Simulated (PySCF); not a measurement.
C₂H₅ClOSi₂, SMILES [SiH2](C#C[SiH2]Cl)O.

Geometry: B3LYP-D3(BJ)/def2-SVP. This is a generated structure with no PubChem entry under its InChIKey; it may be hypothetical. The values are those of a single conformer.

The numbers are results of PBE/def2-TZVP run with PySCF, not measurements.

The molecule is in vacuum.

```json
{
 "total_energy": "-1193.09793 hartree",
 "highest_occupied_level": "-7.23 eV",
 "lowest_empty_level": "-2.27 eV",
 "orbital_gap": "4.96 eV",
 "dipole_moment": "0.18 D",
 "quadrupole, principal values (traceless, Buckingham form, about the centre of nuclear charge)": "-10.96, 1.32, 9.64 D·Å",
 "mean_static_polarisability": "93.4 bohr³ (13.85 Å³)",
 "polarisability_principal_values": "69.3, 78.3, 132.7 bohr³"
}
```
